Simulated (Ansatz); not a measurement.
```yaml
crystal:
  periodic: [false, false, false]
  atoms:
    - {symbol: B, position_ang: [-2.915822, -2.149893, 0.049155]}
    - {symbol: B, position_ang: [1.619207, -3.272897, -0.160617]}
    - {symbol: B, position_ang: [3.329239, -1.468075, -0.166819]}
    - {symbol: B, position_ang: [-0.851127, -3.538742, -0.076468]}
    - {symbol: B, position_ang: [2.004967, 3.026195, 0.008763]}
    - {symbol: B, position_ang: [3.476728, 1.017387, -0.100207]}
    - {symbol: B, position_ang: [-3.621100, 0.238293, 0.151488]}
    - {symbol: B, position_ang: [-2.634409, 2.522202, 0.177057]}
    - {symbol: B, position_ang: [-0.407675, 3.625548, 0.117679]}
    - {symbol: N, position_ang: [-3.680041, -1.077944, 0.114373]}
    - {symbol: N, position_ang: [3.833978, -0.250543, -0.148102]}
    - {symbol: N, position_ang: [-3.527797, 1.552834, 0.186999]}
    - {symbol: N, position_ang: [0.430479, -3.842554, -0.135567]}
    - {symbol: N, position_ang: [2.792554, -2.672184, -0.184100]}
    - {symbol: N, position_ang: [-1.715777, 3.467837, 0.165330]}
    - {symbol: N, position_ang: [3.086627, 2.275449, -0.051456]}
    - {symbol: N, position_ang: [0.903935, 3.748714, 0.069026]}
    - {symbol: N, position_ang: [-2.123984, -3.201627, -0.016523]}
basis:
  gaussian: {orbitals: def2-TZVP}
magnetization: {spin_polarized: true, initial_magnetization: 2}
hamiltonian: {xc: pbe0, dispersion: d4}
scf: {omitted_lower_state_checks: [starts]}
output: {orbitals: {seedname: orbitals}}
```

```sh
$ ansatz run in.yaml --threads 4 --pin off --events-out ev --progress --plain --max-ram 6963MiB
```

**Question.** Does this run fit into the memory that it is given?

**Answer.** No. It has 558 basis functions, and Ansatz plans for 9 GiB where 7 GiB are given.
